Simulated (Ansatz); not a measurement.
`[F][SnH]([Cl])[GeH3]` + HCl → `[F][SnH]([Cl])[Cl]` + GeH₄ at 400 K and 1 bar (cleavage of the Sn–Ge bond).

Program: Ansatz. Geometries: PBE0-D4/def2-TZVP. ΔE: electronic, gas phase. CBS: MP2 limit from def2 TZ/QZ plus the TZ coupled-cluster correction, frozen cores. This one scheme is used for every species. Elements past krypton have def2 core potentials. For Ge, Sn outer-core shells are correlated without core-valence functions, which leaves a few kJ/mol of doubt a bond. Scalar relativity is left out up to krypton.

| species | CCSD(T)/CBS energy (Eh) | H − E (kJ/mol) | S (J/(mol·K)) |
| --- | --- | --- | --- |
| `[F][SnH]([Cl])[GeH3]` | -2852.19383 | 122.9 | 426.5 |
| HCl | -460.38127 | 29.6 | 195.4 |
| `[F][SnH]([Cl])[Cl]` | -1234.09211 | 56.6 | 369.2 |
| GeH₄ | -2078.49493 | 93.6 | 231.8 |

H − E and S are ideal-gas, rigid-rotor, harmonic terms from PBE0-D4/def2-TZVP, for one conformer and one mirror image of each species. 1 Eh = 2625.50 kJ/mol, R = 8.31446 J/(mol·K).

Q: By hand: ΔE, ΔH, ΔS and ΔG.

A: ΔE = (-1234.09211) + (-2078.49493) − (-2852.19383) − (-460.38127) = -0.01194 Eh = -31.3 kJ/mol. Δ(H − E) = 56.6 + 93.6 − 122.9 − 29.6 = -2.3, so ΔH = -33.6 kJ/mol. ΔS = 369.2 + 231.8 − 426.5 − 195.4 = -20.9 J/(mol·K). ΔG = -33.6 − 400 × (-20.9)/1000 = -25.2 kJ/mol.

Q: By hand: the equilibrium constant, and the temperature at which ΔG would vanish if ΔH and ΔS stayed fixed.

A: log₁₀ K = −ΔG/(RT ln 10) = 3.3. ΔG = 0 at ΔH/ΔS = 1608 K.

ΔH outweighs TΔS. A doubt of 5 kJ/mol in ΔE shifts log₁₀ K by 0.7 here. Other conformers and mirror images would add mixing entropy, several J/(mol·K) or more a flexible species. Modes under 60 cm⁻¹, often nearly free rotors, make the harmonic entropy too high. These are equilibria of isolated gas molecules and say nothing of rates. Largest T1 diagnostic: 0.013 (customary marks: 0.02 for closed shells, 0.045 for open ones).
